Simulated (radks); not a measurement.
Species: neutral terbium. Configuration: [Xe] 4f9 6s2 (the NIST ground configuration). Method: scalar-relativistic Kohn-Sham, BLYP, spin-polarised, spherical densities, point nucleus; open shells are filled with parallel spins first (spin-orbit coupling, left out, can overturn this in heavy ions); computed with a radial shooting solver on a logarithmic mesh with Libxc functionals.

Normalised radial functions P(r) = r R(r), r in bohr:

r         5s down  5p down   4f up
0.002663   0.0919   0.0051  0.0000
0.003638   0.1122   0.0087  0.0000
0.004971   0.1330   0.0147  0.0000
0.006791   0.1506   0.0245  0.0000
0.009277   0.1590   0.0401  0.0000
0.01267    0.1491   0.0640  0.0001
0.01731    0.1098   0.0980  0.0002
0.02347    0.0348   0.1400  0.0007
0.03206   -0.0769   0.1847  0.0023
0.0438    -0.1945   0.2108  0.0065
0.05983   -0.2527   0.1843  0.0179
0.08174   -0.1711   0.0714  0.0461
0.1117     0.0688  -0.1187  0.1087
0.1526     0.3229  -0.2840  0.2309
0.2068     0.3173  -0.2551  0.4264
0.2825    -0.0699   0.0439  0.6910
0.3859    -0.4975   0.3946  0.9450
0.5272    -0.3928   0.3904  1.0726
0.7202     0.2846  -0.0856  1.0089
0.9839     0.9083  -0.6643  0.8025
1.344      0.9761  -0.9099  0.5500
1.822      0.6213  -0.7471  0.3331
2.489      0.2412  -0.4080  0.1753
3.4        0.0546  -0.1473  0.0813
4.645      0.0064  -0.0325  0.0324
6.346      0.0003  -0.0038  0.0104
8.669      0.0000  -0.0002  0.0024
11.84      0.0000  0.0000  0.0004

5s down: eigenvalue -46.046 eV, 4 radial nodes at r = 0.0261, 0.103, 0.270, 0.642 bohr, <r> = 1.34 bohr, 90 % of the charge inside 1.93 bohr. 5p down: eigenvalue -23.733 eV, 3 radial nodes at r = 0.0928, 0.273, 0.689 bohr, <r> = 1.59 bohr, 90 % of the charge inside 2.36 bohr. 4f up: eigenvalue -4.204 eV, 0 radial nodes, <r> = 0.889 bohr, 90 % of the charge inside 1.55 bohr.
